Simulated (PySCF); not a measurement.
Molecule: SMILES [SiH3]C#C[SiH2]Cl, C2H5ClSi2.

Geometry:
```
atom   x (Å)   y (Å)  z (Å)
 Si1   0.497   0.638  1.436
  C2  -1.329   0.463  1.304
  C3  -2.544   0.347  1.216
 Si4  -4.359   0.172  1.090
 Cl5  -5.224   0.669  2.898
  H6   0.829   2.048  1.786
  H7   1.001  -0.280  2.497
  H8   1.113   0.283  0.126
  H9  -4.703  -1.239  0.774
 H10  -4.878   1.095  0.047
```

Geometry PBE0-D3(BJ)/def2-SVP throughout; GIAO in PySCF, gas phase, one conformer, non-relativistic; equivalent atoms averaged; functional PBE0.

For orientation, STO-3G gives these shifts δ (against TMS, HCl at the same level): Si4 -46.0, Si1 -84.1, C2 91.6, C3 82.2, Cl5 -175.1, H9/H10 3.00, H6/H7/H8 2.12 ppm.

A run gave: Si4 -12.8, Si1 -65.6, C2 108.9, C3 105.9, Cl5 -100.8, H9/H10 5.02, H6/H7/H8 4.08 ppm (shifts δ (against TMS, HCl at the same level)).

Which basis set was used in that run?
A. 6-31G
B. pcSseg-2
C. def2-SVP
D. def2-TZVP
E. pcSseg-1

Answers

A. Cl5 tells them apart best: 6-31G gives -100.8, def2-SVP gives -40.9, def2-TZVP gives -32.0, pcSseg-1 gives -37.4, pcSseg-2 gives -28.7 ppm.
